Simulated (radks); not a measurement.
Species: the germanium ion Ge2+. Configuration: [Ne] 3s2 3p4 3d10 4s2 4d2 (not the ground configuration).

Method: Dirac Kohn-Sham, exchange-only PBE, spin-unpolarised, spherical densities, point nucleus; open shells are shared between the two j in proportion to 2j + 1; computed with a radial shooting solver on a logarithmic mesh with Libxc functionals.

Energy parts (eV):
| part | energy |
|---|---|
| total | -56774.219 |
| kinetic | 58015.508 |
| electron-nucleus | -135705.130 |
| Hartree | 22980.509 |
| exchange | -2065.105 |

Orbitals (lengths in bohr, moments of r in powers of bohr; r(max) is where P^2 peaks):
| orbital | occ. | eigenvalue (eV) | <r> | r(max) | <r^4> | <1/r> |
|---|---|---|---|---|---|---|
| 1s1/2 | 2 | -11023.23 | 0.04699 | 0.03072 | 0.00002273 | 32.39 |
| 2s1/2 | 2 | -1427.557 | 0.2096 | 0.1760 | 0.004674 | 7.156 |
| 2p1/2 | 2 | -1277.083 | 0.1810 | 0.1390 | 0.003274 | 7.120 |
| 2p3/2 | 4 | -1245.077 | 0.1846 | 0.1419 | 0.003496 | 6.926 |
| 3s1/2 | 2 | -218.5148 | 0.6140 | 0.5389 | 0.2988 | 2.331 |
| 3p1/2 | 1.33333 | -168.3064 | 0.6240 | 0.5323 | 0.3523 | 2.215 |
| 3p3/2 | 2.66667 | -163.8087 | 0.6337 | 0.5403 | 0.3741 | 2.169 |
| 3d3/2 | 4 | -77.8546 | 0.6669 | 0.4885 | 0.6509 | 1.905 |
| 3d5/2 | 6 | -77.1846 | 0.6705 | 0.4910 | 0.6647 | 1.894 |
| 4s1/2 | 2 | -39.3710 | 1.721 | 1.518 | 17.18 | 0.7750 |
| 4p1/2 | 0 | -28.0099 | 1.965 | 1.699 | 30.64 | 0.6713 |
| 4p3/2 | 0 | -27.5240 | 1.991 | 1.723 | 32.21 | 0.6613 |
| 4d3/2 | 0.8 | -12.6972 | 2.946 | 2.450 | 170.5 | 0.4409 |
| 4d5/2 | 1.2 | -12.6574 | 2.956 | 2.459 | 172.6 | 0.4394 |
| 5s1/2 | 0 | -12.3518 | 4.112 | 3.809 | 511.4 | 0.3194 |
| 4f5/2 | 0 | -5.0691 | 5.832 | 5.196 | 2331 | 0.1990 |
| 4f7/2 | 0 | -5.0690 | 5.833 | 5.196 | 2332 | 0.1990 |

The highest occupied level is 4d5/2 at -12.657 eV. The configuration is held as typed, so some empty levels lie below it. The density falls to 0.001 e/bohr^3 at r = 4.42 bohr.

Run on one thread of a shared host, so times are rough (Arm Neoverse N1): 0.17 s of CPU time, 0.17 s wall, 14 iterations on 2541 mesh points.
